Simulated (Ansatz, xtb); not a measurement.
Species: C₆H₅, charge 0, multiplicity 2. It need not be the lowest isomer of its formula. 
Geometry from a B3LYP-D3(BJ)/def2-TZVP (Ansatz, a quantum-chemistry and plane-wave program) optimisation:
```xyz
11

C      1.9189    -2.2549     1.5672
C      1.1479    -1.3490     0.9374
C      0.4388    -0.5160     0.3584
C     -0.3297     0.3869    -0.2694
C     -1.0266     1.2052    -0.8392
C     -1.8557     2.1814    -1.5154
H      2.6108    -2.8796     1.0163
H      1.8674    -2.3827     2.6413
H     -1.8102     2.0527    -2.5996
H     -2.9005     2.0886    -1.2078
H     -1.5294     3.1989    -1.2838
```
Charge 0, spin multiplicity 2.

Harmonic wavenumbers from GFN2-xTB (xtb, at its own minimum), cm⁻¹: -9, 94, 100, 234, 236, 271, 323, 362, 372, 620, 699, 953, 1008, 1020, 1082, 1354, 1386, 1446, 1447, 1501, 2106, 2253, 2976, 2982, 2993, 3088, 3107.

Problem. Give the harmonic wavenumbers at B3LYP-D3(BJ)/def2-TZVP (Ansatz, finite differences of forces, unscaled).

Solution. 13, 97, 102, 241, 251, 368, 415, 484, 511, 587, 740, 1024, 1025, 1039, 1048, 1379, 1415, 1469, 1469, 1490, 2040, 2220, 3019, 3072, 3078, 3133, 3215 cm⁻¹. Zero-point energy 50.0 kcal/mol.
